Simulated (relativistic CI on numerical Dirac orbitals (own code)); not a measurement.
Radial Dirac CI calculation of Ar XIII.

Command:

```sh
python run_levels.py task.json out
```

Input:

```
atom Ar  Z=18  charge=12  electrons=6
nucleus A=40  rms_radius_fm=3.0847
hamiltonian dirac-coulomb  breit=on  qed=on  c_scale=1
orbitals kli  potential=per-configuration
slater_scale 0.5
correlation none
mixing on
grid step=0.0125 r_max=7.9
scf mixing=0.4 start=green max_iterations=150 tolerance=2e-08 node_fill=0.05
configurations
  [He] 2s2 2p2
  [He] 2s 2p3
  [He] 2p4
  [He] 2p3 3s
  [He] 2p3 3p
end
```

Output:

```
SCF 1: [He] 2s2 2p2
 iter      energy (Ha)   residual   last orbital (Ha)
    1      -429.685660   1.51e+00    -32.62045
    2      -431.209781   8.74e-01    -29.24315
    3      -431.980303   1.94e-02    -25.17102
    4      -431.980181   1.12e-02    -25.11624
    5      -431.980299   6.88e-05    -25.05540
    6      -431.980299   4.77e-05    -25.05552
    7      -431.980300   5.89e-07    -25.05576
    8      -431.980300   2.85e-07    -25.05577
    9      -431.980300   2.16e-09    -25.05577
SCF 2: [He] 2s 2p3
 iter      energy (Ha)   residual   last orbital (Ha)
    1      -427.443997   1.58e+00    -32.62045
    2      -429.197198   9.11e-01    -29.06250
    3      -430.076764   2.52e-02    -24.69704
    4      -430.077457   8.04e-03    -24.75823
    5      -430.077481   1.11e-04    -24.71183
    6      -430.077481   1.86e-05    -24.71245
    7      -430.077481   1.84e-07    -24.71244
    8      -430.077481   2.16e-08    -24.71244
    9      -430.077481   9.86e-10    -24.71244
SCF 3: [He] 2p4
 iter      energy (Ha)   residual   last orbital (Ha)
    1      -424.671357   1.65e+00    -32.62045
    2      -426.708660   9.45e-01    -28.88415
    3      -427.716823   2.97e-02    -24.36004
    4      -427.718005   1.52e-02    -24.45460
    5      -427.718207   2.28e-04    -24.37983
    6      -427.718207   7.83e-05    -24.38064
    7      -427.718208   8.82e-07    -24.38107
    8      -427.718208   1.71e-07    -24.38106
    9      -427.718208   3.25e-09    -24.38106
SCF 4: [He] 2p3 3s
 iter      energy (Ha)   residual   last orbital (Ha)
    1      -412.082047   1.53e+00    -12.54957
      ... 7 steps not shown
SCF 5: [He] 2p3 3p
 iter      energy (Ha)   residual   last orbital (Ha)
    1      -411.450803   1.53e+00    -12.27838
    2      -412.868209   8.79e-01    -11.33330
    3      -413.550045   1.57e-02    -10.22172
    4      -413.551426   8.03e-03    -10.20824
    5      -413.551302   1.20e-04    -10.18901
    6      -413.551301   2.57e-05    -10.18899
    7      -413.551301   8.39e-07    -10.18895
    8      -413.551301   1.30e-08    -10.18895
orbital energies (Ha): 1s -135.1388  2s -26.9447  2p1/2 -25.1655  2p3/2 -25.0558
configuration averages (Ha): Dirac-Coulomb, Breit, QED
  2s2 2p2                       -431.980300    0.101677    0.088128
  2s 2p3                        -430.077481    0.102600    0.083855
  2p4                           -427.718208    0.104311    0.079626
  2p3 3s                        -414.083148    0.098067    0.080714
  2p3 3p                        -413.551301    0.098336    0.079672
levels: no., configuration, term, J, E (cm-1), weight
   1 2s2 2p2                3P   0                0.0  0.95
   2 2s2 2p2                3P   1            11676.2  1.00
   3 2s2 2p2                3P   2            22111.9  0.90
   4 2s2 2p2                1D   2            56631.6  0.90
   5 2s2 2p2                1S   0           101403.4  0.94
   6 2s 2p3                 5S*  2           322012.0  0.99
   7 2s 2p3                 3D*  2           425368.3  0.91
   8 2s 2p3                 3D*  1           425970.9  0.93
   9 2s 2p3                 3D*  3           428407.9  1.00
  10 2s 2p3                 3P*  0           464480.2  1.00
  11 2s 2p3                 3P*  1           465534.3  0.93
  12 2s 2p3                 3P*  2           467872.5  0.88
  13 2s 2p3                 3S*  1           534214.9  0.90
  14 2s 2p3                 1D*  2           537092.4  0.98
lowest total energy -431.968392 Ha
end: converged
```

Against the reference input this run has: nuclear radius 3.0847 fm, Slater scale 0.5. The reference run ends at -432.080024 Ha with Breit and QED terms. With a changed speed of light or nuclear radius the levels are not those of the real ion, and the QED model is not rescaled.
